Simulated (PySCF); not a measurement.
Species: C8H11N.
Geometry (PBE0-D3(BJ)/def2-SVP, Å), atoms numbered from 1 in this order:
```
atom  x, y, z in Å
C1     3.2906   -0.2529   -0.6140
C2     2.2782    0.4705    0.2021
C3     0.9888    0.1156    0.3170
C4    -0.0038    0.8323    1.1188
C5     0.4496    1.9976    1.8301
N6     0.8305    2.9351    2.3964
C7    -1.3098    0.4936    1.2487
C8    -2.0144   -0.6514    0.6062
C9    -3.1643   -0.1941   -0.2895
H10    3.7250    0.4106   -1.3807
H11    4.1328   -0.5912    0.0129
H12    2.8627   -1.1306   -1.1198
H13    2.6253    1.3587    0.7451
H14    0.6306   -0.7682   -0.2181
H15   -1.9298    1.1394    1.8805
H16   -2.4191   -1.2968    1.4072
H17   -1.3167   -1.2784    0.0330
H18   -2.7942    0.4188   -1.1252
H19   -3.8913    0.4135    0.2718
H20   -3.7021   -1.0567   -0.7101
```

Computed with PySCF at PBE0/pcSseg-1 and wB97X-D/def2-SVPD, non-relativistic, on one gas-phase PBE0-D3(BJ)/def2-SVP geometry that isn't relaxed in the solvent. The solvent is an IEF-PCM continuum (van der Waals radii × 1.2). Specific hydrogen bonds and non-electrostatic terms are outside this model.

Gas phase at PBE0/pcSseg-1: HOMO -6.86 eV, LUMO -1.48 eV, dipole 4.50 D.

Problem. What does the continuum do to the energy, the frontier levels and the dipole at PBE0/pcSseg-1 in benzene and chloroform?

Solution. 
```tsv
solvent	ε	E(solvent) − E(gas) (kcal/mol)	polarisation term (kcal/mol)	distortion of the solute (kcal/mol)	HOMO (eV)	LUMO (eV)	dipole (D)
benzene	2.271	-3.08	-3.39	0.31	-6.79	-1.43	5.14
chloroform	4.711	-4.84	-5.61	0.77	-6.77	-1.42	5.52
```

The polarisation term is half the interaction of the solute with the surface charges that it induces; the rest is the cost of distorting the solute's density. The sum is the electrostatic part of solvation alone. From benzene to chloroform the lowering changes by a factor 1.57, Onsager's factor (ε − 1)/(2ε + 1) by 1.55 and ε itself by 2.1.

Problem. Which radius a makes the point-dipole formula ΔE = −[(ε − 1)/(2ε + 1)]·μ²/a³ give the value in chloroform, with the gas-phase dipole?

Solution. μ = 1.772 au and |ΔE| = 0.00772 Eh give a = 2.78 Å; the farthest nucleus lies 4.25 Å from the centroid of the nuclei, so such a sphere wouldn't even hold the nuclei. The formula assumes a rigid point dipole at the centre of a sphere.

Problem. Give the dipole vector in the frame of the coordinates (D, pointing from negative to positive charge), gas and chloroform.

Solution. Gas (-1.22, -3.61, -2.40), solvent (-1.67, -4.43, -2.84). Its length changes by +23 % and its direction by 2°.

Problem. Which IAO charges (PBE0/pcSseg-1) respond most in benzene (means over atoms taken as equivalent)?

Solution. 
```csv
atoms,environment,gas (e),solvent (e),change
N6,nitrile nitrogen,-0.250,-0.283,-0.033
C5,nitrile carbon,+0.137,+0.151,+0.014
C4,fully substituted alkene carbon,-0.050,-0.058,-0.008
C7,alkene CH carbon,-0.101,-0.093,+0.008
H14,vinylic hydrogen,+0.140,+0.147,+0.007
H15,vinylic hydrogen,+0.157,+0.162,+0.005
C3,alkene CH carbon,-0.166,-0.170,-0.004
H16/H17,methylene hydrogen,+0.144,+0.148,+0.004
H10/H11/H12,methyl hydrogen,+0.151,+0.153,+0.002
C1,allylic carbon,-0.414,-0.417,-0.003
C8,allylic carbon,-0.253,-0.254,-0.001
C2,alkene CH carbon,-0.113,-0.114,-0.001
```

Gas phase at wB97X-D/def2-SVPD: HOMO -8.59 eV, LUMO 0.20 eV, dipole 4.63 D.

Problem. What does the continuum do to the energy, the frontier levels and the dipole at wB97X-D/def2-SVPD in benzene and chloroform?

Solution. 
| solvent | ε | E(solvent) − E(gas) (kcal/mol) | polarisation term (kcal/mol) | distortion of the solute (kcal/mol) | HOMO (eV) | LUMO (eV) | dipole (D) |
| --- | --- | --- | --- | --- | --- | --- | --- |
| benzene | 2.271 | -3.17 | -3.50 | 0.33 | -8.52 | 0.25 | 5.31 |
| chloroform | 4.711 | -4.98 | -5.82 | 0.84 | -8.49 | 0.26 | 5.72 |

Problem. How does the static polarisability (wB97X-D/def2-SVPD, frozen core, with the continuum's full static response) change?

Solution. 
```
    medium  isotropic (au)  principal values (au)  ⟨r²⟩ of the electrons (bohr²)
       gas           110.3     72.3, 105.4, 153.2                         1728.7
   benzene           126.7     82.2, 120.6, 177.4                         1729.0
chloroform           137.9     90.1, 130.7, 192.8                         1729.2
```

The isotropic value in chloroform is 1.25 times the gas-phase one; no cavity-field correction is applied. ⟨r²⟩ is taken about the centre of nuclear charge.

wB97X-D is run here without its empirical dispersion term; that term would change no orbital, density or response property at a fixed geometry.
